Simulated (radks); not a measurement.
Results of a calculation; reference values are marked as such.
Trend from N+ to Bi+: ionisation energy by Delta-SCF between NIST ground configurations, and size. Code: a radial shooting solver on a logarithmic mesh with Libxc functionals. Model: scalar-relativistic Kohn-Sham, r2SCAN, spin-polarised, spherical densities, finite nucleus; open shells are filled with parallel spins first (spin-orbit coupling, left out, can overturn this in heavy ions); meta-GGA in the generalised Kohn-Sham scheme; Fermi nuclear charge, rms radius of each element as measured or else 0.836 A^(1/3) + 0.57 fm.

species      configuration  configuration of the ion  IE (eV)  NIST (eV)       kind  r at 0.001 e/bohr^3 (bohr)
N+            [He] 2s2 2p2              [He] 2s2 2p1   30.381     29.601  semi-emp.                        2.98
P+            [Ne] 3s2 3p2              [Ne] 3s2 3p1   20.057     19.769  semi-emp.                        3.81
As+      [Ar] 3d10 4s2 4p2         [Ar] 3d10 4s2 4p1   18.856     18.589       exp.                        3.92
Sb+      [Kr] 4d10 5s2 5p2         [Kr] 4d10 5s2 5p1   16.761      16.63       exp.                        4.25
Bi+               [Hg] 6p2                  [Hg] 6p1   15.995     16.703       exp.                        4.31

Reference values: NIST Atomic Spectra Database (exp. = measured, semi-emp. = semi-empirical, theory = theoretical value adopted there). Open shells are spherical and high-spin; term and fine-structure splittings are not resolved. Spin-orbit splitting is averaged out at the scalar-relativistic level.
